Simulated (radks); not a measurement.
Q: These are the eigenvalues of the occupied orbitals of an atom or ion with whole-number occupations (hartree). Calculated with a radial shooting solver on a logarithmic mesh with Libxc functionals: scalar-relativistic Kohn-Sham, LDA (Slater exchange, VWN5 correlation), spin-polarised, spherical densities, finite nucleus; Fermi nuclear charge, rms radius of each element as measured or else 0.836 A^(1/3) + 0.57 fm.

1s up: -770.3292
1s down: -769.6514
2s up: -167.4478
2s down: -166.4892
2p up: -159.0038
2p down: -157.8469

Which element is it, and in what charge state? The configuration may be excited. Open shells, if any, are filled with parallel spins first.

A: Z = 41, niobium, charge +33: Nb33+ in [He] 2s2 2p4. The list shows which subshells hold electrons but not how many an open one holds; the 1s level, -770.33 hartree, gives Z - s = 39.3 by -(Z - s)^2/2, which with screening and relativity narrows Z to a few neighbours, and the depths of the outer levels then fix element, charge and occupations together.
